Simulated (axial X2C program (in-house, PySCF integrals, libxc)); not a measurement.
**Outer orbitals of WC⁺ at 1.683 Å, HF**

Calculated with an in-house all-electron X2C program for linear molecules (integrals from PySCF). Spin-free means the one-electron spin-free X2C Hamiltonian; two-component (2c) means X2C with spin–orbit coupling and atomic mean-field two-electron Coulomb and Gaunt terms, so the difference of the two also holds small scalar two-electron terms. Basis: W dyall-cv3z [13s14p9d7f4g], C dyall-v3z [7s6p2d1f] (cores contracted in-house); Gaussian nuclei, density fitting, unrestricted open shells. Masses: W 183.951 u, C 12.000 u.

The distance is close to the 2c PBE0 minimum; the highest filled and lowest empty levels are listed.

Spin-free orbitals, state M_S = 1/2, Λ = 2 (beyond evenly filled blocks: δ+α) (Löwdin shares):

```csv
symmetry,occupied,ε (eV),atomic character
σβ,yes,-29.07,"58% C s, 18% W d, 11% W p"
σα,yes,-23.46,"42% C s, 33% W d, 9% W s"
σβ,yes,-18.47,"65% C p, 23% W d, 4% W p"
δ+α,yes,-17.89,99% W d
π+α,yes,-17.75,"81% W d, 14% C p, 4% C d"
π-β,yes,-17.67,"62% C p, 28% W d, 4% W f"
π+β,yes,-17.67,"62% C p, 28% W d, 4% W f"
π-α,yes,-17.24,"79% W d, 16% C p, 4% C d"
σα,yes,-15.71,"48% W s, 37% W d, 8% C s"
σα,no,-5.95,"52% W p, 15% W s, 14% C p"
σβ,no,-5.67,"70% W s, 12% W p, 10% W d"
δ-α,no,-5.56,99% W d
π+α,no,-4.89,"77% W p, 19% C p, 4% W d"
```

Spinors with spin–orbit coupling (state Ω = 3/2):

```tsv
ω	occupied	ε (eV)	atomic character	λ mixture
1/2	yes	-29.06	58% C s, 18% W d, 11% W p	100% σ
-1/2	yes	-23.45	41% C s, 33% W d, 9% W s	100% σ
1/2	yes	-18.53	60% C p, 29% W d, 3% W p	91% σ, 9% π
3/2	yes	-18.22	94% W d, 5% C p	92% δ, 8% π
1/2	yes	-17.80	75% W d, 20% C p, 3% C d	91% π, 9% σ
-1/2	yes	-17.73	61% C p, 28% W d, 4% W f	99% π, 1% σ
3/2	yes	-17.59	58% C p, 33% W d, 4% W f	92% π, 8% δ
-3/2	yes	-17.11	79% W d, 16% C p, 4% C d	99% π, 1% δ
-1/2	yes	-15.67	47% W s, 37% W d, 8% C s	99% σ, 1% π
-1/2	no	-5.96	52% W p, 15% W s, 14% C p	99% σ, 1% π
1/2	no	-5.69	68% W s, 15% W p, 10% W d	96% σ, 4% π
-5/2	no	-5.36	98% W d	100% δ
1/2	no	-5.11	72% W p, 20% C p, 6% W d	94% π, 6% σ
```

**Question.** How does the gap between the highest filled and lowest empty level change from the spin-free to the 2c table?

**Answer.** From 9.76 to 9.71 eV at HF, a change of -0.05 eV.

Mulliken charges and populations of the two-component result (they depend on the basis, above all on diffuse functions):

W 0.94 e (s 10.73 p 24.07 d 24.22 f 14.05 g 0.01), C 0.06 e (s 3.42 p 2.45 d 0.06 f 0.01). ⟨Lz⟩ = 1.99 ħ and ⟨Sz⟩ = -0.49 ħ (-1.55 and 1.06 on the two atoms), which add up to Ω.

The state is a single determinant with fixed occupations, the lowest that a limited PBE0 search found. Other states lie close and PBE0, whose exact exchange favours high spin, may order them wrongly; the determinant shown need not be the ground state. The nearest other spin-free determinant of the search, M_S = 3/2, Λ = 2, lies 0.33 eV up at the distance of the search. The determinant is spin-polarised beyond a pure state at some levels (its spin-free form has ⟨S²⟩ too high), which makes Re and μ there less reliable.
